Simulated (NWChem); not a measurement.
The numbers come from NWChem runs, not from measurements. System: ClSi, charge 0, spin multiplicity 2, at the geometry of a parent with another charge or spin, in a state set for the comparison that need not be this species' ground state. Its SCF solution wasn't tested for a lower state. Level: ROCCSD(T)/def2-TZVPD, 10 core orbitals frozen.

The NWChem input:

```
start mol
memory heap 100 mb stack 700 mb global 1900 mb
geometry units angstroms nocenter noautoz
  Si     0.000000     0.000000     1.093417
  Cl     0.000000     0.000000    -0.900461
  symmetry group C2v
end
basis spherical
  * library def2-tzvpd
end
scf
  rohf
  nopen 1
  maxiter 100
  thresh 1e-7
  semidirect memsize 60000000 filesize 0
  # guess.movecs holds the orbitals of an unrestricted PBE0 run
  vectors input guess.movecs output mol.movecs
end
tce
  freeze core 10
  ccsd(t)
  2eorb
  2emet 13
  thresh 1e-6
  maxiter 100
  tilesize 24
end
task tce energy
```

NWChem printed:

```
             Northwest Computational Chemistry Package (NWChem) 7.3.0
             --------------------------------------------------------

                                NWChem Input Module
                                -------------------

 Scaling coordinates for geometry "geometry" by  1.889725989
 (inverse scale =  0.529177249)

 Turning off AUTOSYM since
 SYMMETRY directive was detected!

                             Geometry "geometry" -> ""
                             -------------------------

 Output coordinates in angstroms (scale by  1.889725989 to convert to a.u.)

  No.       Tag          Charge          X              Y              Z
 ---- ---------------- ---------- -------------- -------------- --------------
    1 Si                  14.0000     0.00000000     0.00000000     1.09341700
    2 Cl                  17.0000     0.00000000     0.00000000    -0.90046100

 Effective nuclear repulsion energy (a.u.)      63.1654420491

            Nuclear Dipole moment (a.u.)
            ----------------------------
        X                 Y               Z
 ---------------- ---------------- ----------------
     0.0000000000     0.0000000000     0.0000018897

      Symmetry information
      --------------------

 Group name             C2v
 Group number             16
 Group order               4
 No. of unique centers     2

      Symmetry unique atoms

     1    2


 Summary of "ao basis" -> "" (spherical)
 ------------------------------------------------------------------------------
       Tag                 Description            Shells   Functions and Types
 ---------------- ------------------------------  ------  ---------------------
 *                         def2-tzvpd                 on all atoms

 Summary of "ao basis" -> "ao basis" (spherical)
 ------------------------------------------------------------------------------
       Tag                 Description            Shells   Functions and Types
 ---------------- ------------------------------  ------  ---------------------
 Si                        def2-tzvpd               15       43   6s5p3d1f
[...]
      Beta frozen virtuals :     0
         Spin multiplicity : doublet
    Number of AO functions :    89
       Number of AO shells :    31
        Use of symmetry is : on
      Symmetry adaption is : on
         Schwarz screening : 0.10D-09

          Correlation Information
          -----------------------
          Calculation type : Coupled-cluster singles & doubles w/ perturbation
   Perturbative correction : (T)
            Max iterations :      100
        Residual threshold : 0.10D-05
     T(0) DIIS level shift : 0.00D+00
     L(0) DIIS level shift : 0.00D+00
     T(1) DIIS level shift : 0.00D+00
     L(1) DIIS level shift : 0.00D+00
     T(R) DIIS level shift : 0.00D+00
     T(I) DIIS level shift : 0.00D+00
   CC-T/L Amplitude update :  5-th order DIIS
                I/O scheme : Global Array Library
        L-threshold :  0.10D-05
        EOM-threshold :  0.10D-05
 no EOMCCSD initial starts read in
 TCE RESTART OPTIONS
 SLICE:      F
 D4D5:       F
 quantumc:   F
 qrotation:  F
 pwtce:      F
 qducc:      F
 nacto:                         0
 nrotv:                         0
 nrot:                          0

            Memory Information
            ------------------
          Available GA space size is     249020958 doubles
          Available MA space size is     104852484 doubles

 Maximum block size supplied by input
 Maximum block size        24 doubles

 tile_dim =     18

 -------------------------------------------------

 Global array virtual files algorithm will be used

 Parallel file system coherency ......... OK

 4-electron integrals stored in orbital form

 v2    file size   =          2335490
 4-index algorithm nr.  13 is used
 imaxsize =       30
 imaxsize ichop =        0


CCSD iterations
 ---------------------------------------------------------
 Iter          Residuum       Correlation     Cpu    Wall
 ---------------------------------------------------------
    1   0.1325899365705  -0.2694066398199     0.8     0.8
    2   0.0350003301666  -0.2876479828207     0.9     0.9
    3   0.0132220498490  -0.2932510343696     0.9     0.9
    4   0.0060088019861  -0.2946407067266     0.9     0.9
    5   0.0029750471556  -0.2952377052898     0.9     0.9
    6   0.0010086684252  -0.2955952950930     0.9     0.9
    7   0.0004936674900  -0.2956390975575     0.9     0.9
    8   0.0002715625079  -0.2956517918400     0.9     0.9
    9   0.0001649016375  -0.2956485438374     0.9     0.9
   10   0.0000957075550  -0.2956558674507     0.9     0.9
   11   0.0000167105841  -0.2956566089870     0.9     0.9
   12   0.0000080314303  -0.2956582923654     0.8     0.8
   13   0.0000048957699  -0.2956585577368     0.8     0.8
   14   0.0000031329243  -0.2956586356799     0.9     0.9
   15   0.0000020658425  -0.2956586559269     0.9     0.9
   16   0.0000005795816  -0.2956586471502     0.8     0.8
 -----------------------------------------------------------------
 Iterations converged
 CCSD correlation energy / hartree =        -0.295658647150219
 CCSD total energy / hartree       =      -748.729056381168107

 Singles contributions

 Doubles contributions
 CCSD(T)
 Using plain CCSD(T) code
             total no. of tasks         1632
 total no. of tasks / no. procs         1632
                         wl_min            1           1.0
                         wl_max       131220           7.1
        thresh for no. of tasks         1632

 CCSD[T]  correction energy / hartree =        -0.014048158441505
 CCSD[T] correlation energy / hartree =        -0.309706805591724
 CCSD[T] total energy / hartree       =      -748.743104539609590
 CCSD(T)  correction energy / hartree =        -0.013825025357814
 CCSD(T) correlation energy / hartree =        -0.309483672508032
 CCSD(T) total energy / hartree       =      -748.742881406525953

 Task  times  cpu:       40.9s     wall:       40.9s

 Total times  cpu:       40.9s     wall:       40.9s
```
